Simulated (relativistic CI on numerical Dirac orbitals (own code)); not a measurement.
**Ti²⁺ in a cubic cluster: 2p photoemission with charge transfer**

Computed with a charge-transfer multiplet model of a cubic metal-ligand cluster with up to one ligand hole, Slater and spin-orbit integrals from Dirac-Coulomb-Breit ions, Slater integrals scaled by 0.8. The ground state mixes d2 with configurations of k ligand holes L, whose averages lie at kΔ + k(k − 1)U_dd/2; a core hole lowers each added d electron by U_cd. 300 K, Lorentzian 0.6 eV and Gaussian 0.8 eV FWHM.

Atomic integrals in eV (Slater integrals scaled, ζ unscaled), ground: F2dd 6.578, F4dd 4.090, zeta_d 0.013; with the core hole: F2dd 8.213, F4dd 5.154, zeta_d 0.027, zeta_core 3.743, F2cd 4.498, G1cd 3.275, G3cd 1.857.

Cluster parameters (eV): Δ = 8.5, U_dd = 4.6, 10Dq = 1.2, 10Dq(ligand) = 0.9, V(eg) = 2.8, V(t2g) = -1.47, final-state hopping factor = 0.8.

```csv
Case,n_d,d2,d3L,S
U_cd = 3.6 eV,2.22,0.78,0.22,1.00
U_cd = 4.8 eV,2.22,0.78,0.22,1.00
U_cd = 5.4 eV,2.22,0.78,0.22,1.00
U_cd = 6.6 eV,2.22,0.78,0.22,1.00
U_cd = 7.2 eV,2.22,0.78,0.22,1.00
```

Weights, n_d and S are thermal averages at 300 K. Binding energies count from the first peak over 30 % of the highest in each spectrum, which can be another peak from case to case. The parameters are a model scan and need not match a compound or its usual spin state. Peaks in eV (height, largest 100):
- U_cd = 3.6 eV: 0.0 (100), 6.0 (53)
- U_cd = 4.8 eV: 0.0 (100), 6.0 (52)
- U_cd = 5.4 eV: 0.0 (100), 6.0 (51)
- U_cd = 6.6 eV: 0.0 (100), 6.0 (50)
- U_cd = 7.2 eV: 0.0 (100), 6.0 (50)

For the case U_cd = 5.4 eV, Δ = 8.5 eV is larger than U_dd = 4.6 eV, the Mott-Hubbard side of the Zaanen-Sawatzky-Allen scheme. With the core hole the configuration with one ligand hole lies at Δ − U_cd = 4.9, 3.7, 3.1, 1.9, 1.3 eV from the one without, in the order of the table; where this is negative the screened configuration lies lower, though the effective hopping of about 5.0 eV (from the holes of the mixed ground state) mixes the two strongly wherever it is as large as the gap.

With at most 1 ligand hole the space is cut while the next configuration still counts, so covalency is underestimated, and a final configuration with one more ligand hole, which can lie low, is missing from the spectra.
